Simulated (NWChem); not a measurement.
System: hydronium (H3O cation); SMILES [OH3+]

NWChem printed, in part:

```
             Northwest Computational Chemistry Package (NWChem) 7.3.0
             --------------------------------------------------------

 C3V symmetry detected

                             Geometry "geometry" -> ""
                             -------------------------

 Output coordinates in angstroms (scale by  1.889725989 to convert to a.u.)

  No.       Tag          Charge          X              Y              Z
 ---- ---------------- ---------- -------------- -------------- --------------
    1 O                    8.0000    -0.00000000     0.00000000     0.07804391
    2 H                    1.0000     0.66934190     0.66934190    -0.20811709
    3 H                    1.0000     0.24499614    -0.91433804    -0.20811709
    4 H                    1.0000    -0.91433804     0.24499614    -0.20811709

 Effective nuclear repulsion energy (a.u.)      13.8110707593

      Symmetry information
      --------------------

 Group name             C3v
 Group number             17
 Group order               6
 No. of unique centers     2

                                Z-matrix (autoz)
                                --------

 Units are Angstrom for bonds and degrees for angles

      Type          Name      I     J     K     L     M      Value
      ----------- --------  ----- ----- ----- ----- ----- ----------
    1 Stretch                  1     2                       0.98890
    2 Stretch                  1     3                       0.98890
    3 Stretch                  1     4                       0.98890
    4 Bend                     2     1     3               111.98693
    5 Bend                     2     1     4               111.98693
    6 Bend                     3     1     4               111.98693
    7 Torsion                  2     1     3     4        -126.75918
    8 Torsion                  2     1     4     3         126.75918
    9 Torsion                  3     1     2     4         126.75918
   10 Torsion                  2     4     1     3        -126.75918
   11 Torsion                  3     2     1     4        -126.75918
   12 Torsion                  2     3     1     4         126.75918

  pbe96 is a nonlocal functional; adding pw91lda local functional.

                           NWChem Geometry Optimization
                           ----------------------------

[...]

      ----------------------
      Optimization converged
      ----------------------

  Step       Energy      Delta E   Gmax     Grms     Xrms     Xmax
  ---- ---------------- -------- -------- -------- -------- --------
@    9     -76.19466173 -9.2D-09  0.00000  0.00000  0.00008  0.00020
                                     ok       ok       ok       ok

                                Z-matrix (autoz)
                                --------

 Units are Angstrom for bonds and degrees for angles

      Type          Name      I     J     K     L     M      Value     Gradient
      ----------- --------  ----- ----- ----- ----- ----- ---------- ----------
    1 Stretch                  1     2                       1.00172    0.00000
    2 Stretch                  1     3                       1.00172    0.00000
    3 Stretch                  1     4                       1.00172    0.00000
    4 Bend                     2     1     3               120.00000   -0.00000
    5 Bend                     2     1     4               120.00000   -0.00000
    6 Bend                     3     1     4               120.00000   -0.00000
    7 Torsion                  2     1     3     4         179.99653   -0.00000
    8 Torsion                  2     1     4     3        -179.99653    0.00000
    9 Torsion                  3     1     2     4        -179.99653    0.00000
   10 Torsion                  2     4     1     3         179.99653   -0.00000
   11 Torsion                  3     2     1     4         179.99653   -0.00000
   12 Torsion                  2     3     1     4        -179.99653    0.00000

                         Geometry "geometry" -> "geometry"
                         ---------------------------------

[...]

 Rotational Constants
 --------------------
 A=  11.113096 cm-1  ( 15.988909 K)
 B=  11.113096 cm-1  ( 15.988909 K)
 C=   5.556548 cm-1  (  7.994455 K)

 Temperature                      =   298.15K
 frequency scaling parameter      =   1.0000

 Zero-Point correction to Energy  =   20.231 kcal/mol  (  0.032241 au)
 Thermal correction to Energy     =   22.188 kcal/mol  (  0.035358 au)
 Thermal correction to Enthalpy   =   22.780 kcal/mol  (  0.036302 au)

 Total Entropy                    =   46.964 cal/mol-K
   - Translational                =   34.755 cal/mol-K (mol. weight =  19.0184)
   - Rotational                   =   11.340 cal/mol-K (symmetry #  =        3)
   - Vibrational                  =    0.869 cal/mol-K

 Cv (constant volume heat capacity) =    7.456 cal/mol-K
   - Translational                  =    2.979 cal/mol-K
   - Rotational                     =    2.979 cal/mol-K
   - Vibrational                    =    1.497 cal/mol-K

[normal modes left out]

 ----------------------------------------------------------------------------
 Normal Eigenvalue ||           Projected Infra Red Intensities
  Mode   [cm**-1]  || [atomic units] [(debye/angs)**2] [(KM/mol)] [arbitrary]
 ------ ---------- || -------------- ----------------- ---------- -----------
    1       -0.000 ||    0.000000           0.000         0.000       0.000
    2        0.000 ||    0.048709           1.124        47.484       2.171
    3        0.000 ||    0.003872           0.089         3.774       0.173
    4        0.000 ||    0.040471           0.934        39.454       1.803
    5        0.000 ||    0.013121           0.303        12.791       0.585
    6        0.000 ||    0.051569           1.190        50.272       2.298
    7      430.757 ||    1.073857          24.775      1046.849      47.853
    8     1629.545 ||    0.181692           4.192       177.123       8.097
    9     1629.546 ||    0.181692           4.192       177.123       8.097
   10     3404.505 ||    0.000000           0.000         0.000       0.000
   11     3532.236 ||    0.548957          12.665       535.150      24.462
   12     3532.237 ||    0.548957          12.665       535.151      24.462
 ----------------------------------------------------------------------------
```

Level: PBE/3-21G. The printed entropy takes a lower symmetry number than the molecule has.

Q: Write an input that gives this output.

A: Several could match; the one computed here: the input that was run:
```
start job
memory heap 200 mb stack 900 mb global 1100 mb
charge 1
geometry units angstroms
  O      0.000000     0.000000     0.078775
  H      0.669342     0.669342    -0.207386
  H      0.244996    -0.914338    -0.207386
  H     -0.914338     0.244996    -0.207386
end
basis spherical
  * library 3-21g
end
dft
  xc xpbe96 cpbe96
  iterations 150
end
driver
  maxiter 120
end
task dft optimize
task dft freq
```
